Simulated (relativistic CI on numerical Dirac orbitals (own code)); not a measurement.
Line list: Forbidden lines, Ba XXVIII

These numbers are calculated, not measured: Dirac-Coulomb-Breit CI, orbitals from a KLI potential per configuration, model QED, unscaled Slater integrals (own radial code, finite nucleus).

CI space (outside the closed core [Ar]): 3d¹⁰4s, 3d¹⁰4p, 3d¹⁰4d, 3d¹⁰4f, 3d¹⁰5s, 3d¹⁰5p, 3d¹⁰5d, 3d¹⁰5f, 3d¹⁰5g, 3d¹⁰6s, 3d¹⁰6p, 3d¹⁰6d, 3d⁹4s², 3d¹⁰6f, 3d¹⁰7s, 3d⁹4s4p, 3d¹⁰8s, 3d⁹4s4d, 3d⁹4s4f, 3d⁹4s5s, 3d⁹4s5p, 3d⁹4s5d, 3d⁹4s5f. Double excitations out of closed p, d and f shells are left out; levels of such configurations are missing from the list, as are those of other unlisted configurations, and high levels can miss mixing partners.

```
λ vac (nm)                Lower                Upper  Type   A (s⁻¹)  E lower (10³ cm⁻¹)  E upper (10³ cm⁻¹)
    1.8301     3d¹⁰4s ²S1/2 [1]    3d⁹4s² ²D3/2 [25]    E2  3.59e+08                 0.0              5464.2
    1.8454    3d¹⁰4p ²P°1/2 [2]  3d⁹4s4p ⁴F°5/2 [32]    E2  2.93e+08               459.4              5878.3
    1.8501    3d¹⁰4p ²P°3/2 [3]  3d⁹4s4p ⁴D°5/2 [46]    E2  2.31e+08               639.7              6044.8
    1.8533    3d¹⁰4p ²P°3/2 [3]  3d⁹4s4p ²F°7/2 [43]    E2  3.93e+08               639.7              6035.5
    1.8749     3d¹⁰4s ²S1/2 [1]    3d⁹4s² ²D5/2 [22]    E2  3.46e+08                 0.0              5333.5
    1.8924    3d¹⁰4p ²P°1/2 [2]  3d⁹4s4p ²F°5/2 [28]    E2  2.67e+08               459.4              5743.8
    1.8957    3d¹⁰4p ²P°3/2 [3]  3d⁹4s4p ⁴D°7/2 [37]    E2  1.42e+08               639.7              5914.9
    1.8961    3d¹⁰4p ²P°3/2 [3]  3d⁹4s4p ²D°5/2 [36]    E2  2.18e+08               639.7              5913.8
    1.9030    3d¹⁰4p ²P°1/2 [2]  3d⁹4s4p ⁴P°5/2 [26]    E2  6.06e+07               459.4              5714.2
    70.269  3d⁹4s4p ⁴F°7/2 [29]  3d⁹4s4p ⁴F°9/2 [35]    M1  3.80e+04              5747.2              5889.5
```

Terms are leading LS components. Brackets give the number of a level in order of energy, since labels repeat. The list gives strong lines, with weight on those to low levels, among the lowest 123 of 227 levels, so that lines to higher ones, which can be the strongest, are missing. Levels whose partners in the same complex of configurations lie outside the list can be far off, and so can their lines. Rates are taken at the computed energies, electric ones in the length gauge.

At this charge energies of transitions that change n are usually good to better than 1 %, and those within a shell (Δn = 0) to a few per cent.

LS names give the leading component of a level, which can be under half, so a name can repeat, a term be missing and a line seem to break the LS rules.
